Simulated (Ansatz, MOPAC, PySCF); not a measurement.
Pair of molecules: H2O (SMILES O) (first 3 atoms) with PH3 (SMILES P); geometry from B3LYP-D3(BJ)/def2-TZVP, rigid monomers moved along the line of their centres of mass till H2···P4 is 4.65 Å.
(charge 0, multiplicity 1):
```xyz
7

O      0.2632    -0.0779    -0.5425
H      0.1242     0.0001     0.4118
H      1.1449     0.2748    -0.6984
P     -0.9189     0.2538     4.9351
H     -0.2832    -0.4633     5.9776
H     -1.0464     1.4491     5.6835
H     -2.2164    -0.2154     5.2515
```

Interaction energies are E(AB) − E(A) − E(B) at the monomers' geometry in the complex; basis-set methods are counterpoise corrected. Rows marked so take none.

Correlated levels freeze the cores. CBS: X⁻³ extrapolation of the correlation energy, Hartree–Fock from the larger set. Rows in 3-21G, 6-31G* carry no dispersion term and start afresh at each structure (6-31G* with six Cartesian d functions). MP2/6-31G* freezes PySCF's default core. The state that AM1 reach isn't checked.

The values were computed with Ansatz (Gaussian orbitals); MOPAC for AM1 (differences of heats of formation); PySCF for 3-21G rows, 6-31G* rows, the dispersion terms. Each number belongs to the level named beside it.

Other levels give for the interaction energy: PBE/def2-TZVPPD -19.7; B3LYP/def2-TZVPPD -16.2; B3LYP-D3(BJ)/def2-TZVPPD -19.9; wB97M-V/def2-TZVPPD -20.4; CCSD(T)/CBS(aug-cc-pV(D+d)Z, aug-cc-pV(T+d)Z) -20.8 meV.

Common cheap choices:

```
level                            interaction energy (meV)  less -20.8 (CCSD(T)/CBS(aug-cc-pV(D+d)Z, aug-cc-pV(T+d)Z))
-------------------------------  ------------------------  ----------------------------------------------------------
AM1                                                 -20.4                                                         0.4
HF/6-31G*                                           -24.2                                                        -3.4
HF/6-31G* (no counterpoise)                         -25.1                                                        -4.3
BP86/6-31G* (no counterpoise)                       -23.1                                                        -2.3
B3LYP/3-21G (no counterpoise)                       -29.6                                                        -8.8
B3LYP/6-31G*                                        -22.9                                                        -2.1
M06-2X/6-31G* (no counterpoise)                     -27.8                                                        -7.0
MP2/6-31G* (no counterpoise)                        -27.6                                                        -6.8
```

Ansatz is a program for electronic structure.
